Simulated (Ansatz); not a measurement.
**Reading a saddle point**

A first-order saddle point of Si₃N₂H₁₀F, doublet, PBE0-D4/def2-TZVP, with one imaginary mode of 750i cm⁻¹:

```xyz
16
angstrom
Si 0.6379 1.1681 0.7433
N 1.3194 -0.4376 0.0860
Si 0.9372 -0.9030 -1.5760
N -1.0267 1.1448 0.1933
Si -2.2666 0.0246 0.6353
H 0.6631 0.9372 2.2122
H 2.3621 0.1647 0.2994
F 2.7896 1.2095 0.7152
H 1.2186 -1.1970 0.7526
H 1.9044 -1.9432 -2.0051
H -0.4400 -1.4460 -1.6604
H 1.0759 0.3179 -2.4009
H -1.3187 1.9682 -0.3123
H -1.5770 -1.1796 1.1736
H -3.1888 0.5413 1.6839
H -3.0904 -0.3697 -0.5401
```

Ansatz 0.2.0; basis: def2-TZVPP and def2-QZVPP; cores frozen in the correlated methods; orbitals are unrestricted. Extrapolation: Hartree–Fock as exp(−7.88 √X), correlation as X^−2.97.

Q: Which contacts change along the imaginary mode, and what lies on either side? (Judge from chemistry; the calculation decides.)

A: Computed: The step is Si₃N₂H₉ ([SiH3][NH][SiH][NH][SiH3]) + HF → Si₂NH₅F ([F][SiH][NH][SiH3]) + SiNH₅ ([NH2][SiH3]), with the molecules in contact on both sides. Shortening one way: Si1–F8, N2–H7; lengthening the same way: Si1–N2, H7–F8.
```tsv
pair	one side (Å)	saddle (Å)	other side (Å)
Si1–F8	3.33	2.15	1.62
N2–H7	1.70	1.22	1.01
Si1–N2	1.77	1.86	3.47
H7–F8	0.96	1.20	2.28
```

Q: Which side is lower, and how far does the saddle lie above each? (To be estimated.)

A: The calculation gives: The side with Si1–F8, N2–H7 short is lower by 12.15 kcal/mol; the saddle lies 31.67 kcal/mol above it and 19.52 kcal/mol above the other (CCSD(T) at an estimated basis limit (MP2 extrapolated from triple and quadruple zeta, plus CCSD(T) − MP2 in triple zeta); electronic energies).

The T1 diagnostic stays at or below 0.014. ⟨S²⟩ of the unrestricted Hartree–Fock references: 0.75 (a pure state has 0.75).

Steps of this kind, hydrogen fluoride cutting a network bond, underlie vapour etching and the fluorination step of atomic layer etching. Here a small cluster stands in for the surface site.

Labels in which every atom is bracketed show which atoms are joined, not bond orders.

For scale, one of the runs: CCSD(T)/def2-TZVPP, 359 basis functions, launched by `ansatz run in.yaml --threads 2 --pin off --events-out ev --progress --plain --max-ram 20480MiB --backend cuda --devices 0, --max-vram 18GiB`. The run took 78 s on 2 CPU threads of an AMD EPYC 7R13 and a share of one NVIDIA H100 (shared host), with 1.6 GiB of host memory at its peak.
